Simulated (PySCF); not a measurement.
Positional isomers: cyclohexane cyano+boryl. All species are isolated molecules in the gas phase. One relaxed conformer stands for each flexible species; it need not be the lowest. Strings in code marks are SMILES.

Method: TPSSh-D3(BJ)/def2-TZVP // PBE0-D3(BJ)/def2-SVP in PySCF. All candidates: neutral, multiplicity 1. Delta-SCF ions had no search for a lower state. Excitations are Tamm–Dancoff values on a coarser integration grid. The basis has no diffuse functions, so Rydberg states are missing or too high.

T1 excitation (TDA): 4.85 eV
vertical ionisation energy (Delta-SCF): 10.00 eV
LUMO: -1.99 eV

Task: Identify which member has these values.
A. `B[C@@H]1CCC[C@@H](C#N)C1`
B. `B[C@@H]1CCCC[C@@H]1C#N`
C. `B[C@@H]1CCC[C@H](C#N)C1`
D. `BC1(C#N)CCCCC1`

Result: B, `B[C@@H]1CCCC[C@@H]1C#N`. The others give `B[C@@H]1CCC[C@@H](C#N)C1`: 4.89 eV, 10.17 eV, -2.00 eV; `BC1(C#N)CCCCC1`: 4.37 eV, 10.23 eV, -2.37 eV; `B[C@@H]1CCC[C@H](C#N)C1`: 5.28 eV, 10.01 eV, -1.24 eV
